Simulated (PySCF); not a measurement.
C₂H₅FTe, SMILES CC[Te]F. Atoms are numbered in the order given.

```xyz
9

Te    -0.0645     0.2003     0.6078
F     -1.2744     0.9259    -0.7433
C      0.6043    -1.3498    -0.7272
C      1.0758    -0.7947    -2.0557
H     -0.2365    -2.0484    -0.8426
H      1.4018    -1.8730    -0.1734
H      1.9701    -0.1654    -1.9371
H      0.2883    -0.1803    -2.5158
H      1.3190    -1.6152    -2.7504
```

Coordinates come from a PBE0-D3(BJ)/def2-SVP optimisation. The def2 effective core potentials stand for the cores of Te; spin–orbit coupling is left out. The values are those of a single conformer.

The numbers are results of PBE0/def2-TZVP (PySCF), not measurements.

ESP charges are fitted to the potential on shells at 1.4 to 2.0 van der Waals radii. Atomic charges (e):

| atom | Löwdin | Mulliken | ESP fit |
|---|---|---|---|
| Te1 | 0.56 | 0.41 | ___ |
| F2 | -0.34 | -0.42 | -0.23 |
| C3 | -0.51 | -0.33 | -0.18 |
| C4 | -0.36 | -0.36 | -0.18 |
| H5 | 0.13 | 0.15 | ___ |
| H6 | 0.13 | 0.13 | ___ |
| H7 | 0.13 | 0.13 | ___ |
| H8 | 0.13 | 0.16 | ___ |
| H9 | 0.13 | 0.13 | ___ |

**Question.** What belongs in the gaps? (An estimate is asked for; the answer gives what the named calculation found.)

**Answer.** 
- Te1, ESP fit: 0.12
- H5, ESP fit: 0.10
- H6, ESP fit: 0.15
- H7, ESP fit: 0.05
- H8, ESP fit: 0.10
- H9, ESP fit: 0.07

Computed Mayer and Wiberg (Löwdin basis) orders of the bonds:
```csv
bond,Mayer,Wiberg
Te1–F2,0.82,1.27
Te1–C3,1.06,1.33
C3–C4,1.00,1.38
C3–H5,0.95,0.88
C3–H6,0.94,0.88
C4–H7,0.96,0.90
C4–H8,0.96,0.90
C4–H9,0.95,0.90
```
